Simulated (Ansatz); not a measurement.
One change: `C#COCF` becomes `FCOC[SiH3]`.

Ansatz, PBE0-D4/def2-TZVP geometries, multiplicity 1. Each molecule was computed in one conformer, which needn't be the lowest.

```json
{"property": "size of the dipole moment (B3LYP/def2-TZVPP) / D", "`C#COCF`": "1.88"}
{"property": "size of the dipole moment (PBE/def2-TZVPP) / D", "`C#COCF`": "1.71"}
{"property": "LUMO energy (ωB97M-V/def2-TZVPP) / eV", "`C#COCF`": "2.77"}
{"property": "LUMO energy (B3LYP/def2-TZVPP) / eV", "`C#COCF`": "0.88"}
{"property": "LUMO energy (PBE0/def2-TZVPP) / eV", "`C#COCF`": "1.19"}
{"property": "size of the dipole moment (ωB97M-V/def2-TZVPP) / D", "`C#COCF`": "1.90"}
```

(1) What does the change do to each property? (Estimate.)

## Answers

(1) Computed: 
```
                                          property  `FCOC[SiH3]`  shift
  size of the dipole moment (B3LYP/def2-TZVPP) / D          1.84  -0.04
    size of the dipole moment (PBE/def2-TZVPP) / D          1.76   0.05
             LUMO energy (ωB97M-V/def2-TZVPP) / eV          2.17  -0.60
               LUMO energy (B3LYP/def2-TZVPP) / eV          0.41  -0.47
                LUMO energy (PBE0/def2-TZVPP) / eV          0.67  -0.52
size of the dipole moment (ωB97M-V/def2-TZVPP) / D          1.83  -0.07
```

Dipoles are sizes alone; their direction can turn.

B3LYP here is the variant with VWN-RPA as its local correlation; programs differ in this.
